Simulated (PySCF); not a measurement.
Isomers of C8H10FP, mass 156.050 u with the commonest isotopes. Method used: PBE0-D3(BJ)/def2-SVP geometry optimisation, gas phase (PySCF 2.14.0). One conformer each, none proved a minimum here; rigid rotors.

Problem. Order these by out-of-plane moment Σ m c² = (Ia + Ib − Ic)/2, smallest first.
A. `[CH3:1][CH2:2][PH:3][c:4]1[cH:5][cH:6][c:7]([F:8])[cH:9][cH:10]1` with C1–C2–P3–C4 -172°, C2–P3–C4–C5 78°
B. `[CH3:1][P:2]([CH3:3])[c:4]1[cH:5][cH:6][c:7]([F:8])[cH:9][cH:10]1` with C1–P2–C4–C5 -130°
C. `[CH3:1][CH:2]([CH3:3])[c:4]1[cH:5][cH:6][cH:7][c:8]([F:9])[p:10]1` with C1–C2–C4–C5 -114°

Solution. C (54.31 u·Å²), A (55.84 u·Å²), B (66.77 u·Å²).

Problem. Order these by radius of gyration √(Σ m r²/M), largest first.
A. `[CH3:1][P:2]([CH3:3])[c:4]1[cH:5][cH:6][c:7]([F:8])[cH:9][cH:10]1` with C1–P2–C4–C5 -130°
B. `[CH3:1][CH:2]([CH3:3])[c:4]1[cH:5][cH:6][cH:7][c:8]([F:9])[p:10]1` with C1–C2–C4–C5 -114°
C. `[CH3:1][CH2:2][PH:3][c:4]1[cH:5][cH:6][c:7]([F:8])[cH:9][cH:10]1` with C1–C2–P3–C4 -172°, C2–P3–C4–C5 78°

Solution. C (2.667 Å), A (2.502 Å), B (2.310 Å).

Problem. Order these by rotational constant C, largest first.
A. `[CH3:1][P:2]([CH3:3])[c:4]1[cH:5][cH:6][c:7]([F:8])[cH:9][cH:10]1` with C1–P2–C4–C5 -130°
B. `[CH3:1][CH:2]([CH3:3])[c:4]1[cH:5][cH:6][cH:7][c:8]([F:9])[p:10]1` with C1–C2–C4–C5 -114°
C. `[CH3:1][CH2:2][PH:3][c:4]1[cH:5][cH:6][c:7]([F:8])[cH:9][cH:10]1` with C1–C2–P3–C4 -172°, C2–P3–C4–C5 78°

Solution. B (649.4 MHz), A (555.2 MHz), C (479.3 MHz).

```tsv
SMILES	point group	Ia (u·Å²)	Ib (u·Å²)	Ic (u·Å²)	κ	μa (D)	μb (D)	μc (D)
CP(C)c1ccc(F)cc1	–	178.24	865.50	910.20	-0.97	0.95	1.05	0.03
CC(C)c1cccc(F)p1	near Cs	243.95	642.88	778.20	-0.81	1.21	2.30	0.03
CCPc1ccc(F)cc1	C1	154.14	1011.90	1054.35	-0.99	0.86	0.81	0.64
```
